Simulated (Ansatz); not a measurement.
Reaction (formal exchange of groups at the Si–C bond): `C[Si](F)(S)Cl` + `C=CCCF` → `F[Si](F)(S)Cl` + `C=CCCC`

Gas-phase electronic energies from Ansatz, PBE0-D4/def2-TZVP geometries. CBS: MP2 limit from def2 TZ/QZ plus the TZ coupled-cluster correction, frozen cores. DFT in def2-TZVPP. Each species was taken in one conformer, which may not be the lowest.

```tsv
level	ΔE (kJ/mol)
PBE0-D4	-157.4
PBE	-151.9
HF/def2-SVP	-146.2
MP2/def2-QZVPP	-177.6
```

Q: What does CCSD(T)/CBS give? (An estimate is asked.)

A: Ansatz gave: -170.1 kJ/mol. The listed levels differ from it by 12.7, 18.2, 23.9, -7.5 kJ/mol.

Largest T1 diagnostic among the species: 0.011.

At CCSD(T), def2-SVP lies +13.5 kJ/mol from the extrapolated value and def2-TZVPP +1.9 kJ/mol. From BLYP to BHLYP (50 % exact exchange), in def2-TZVPP and without D4, ΔE moves by −11.3 kJ/mol.
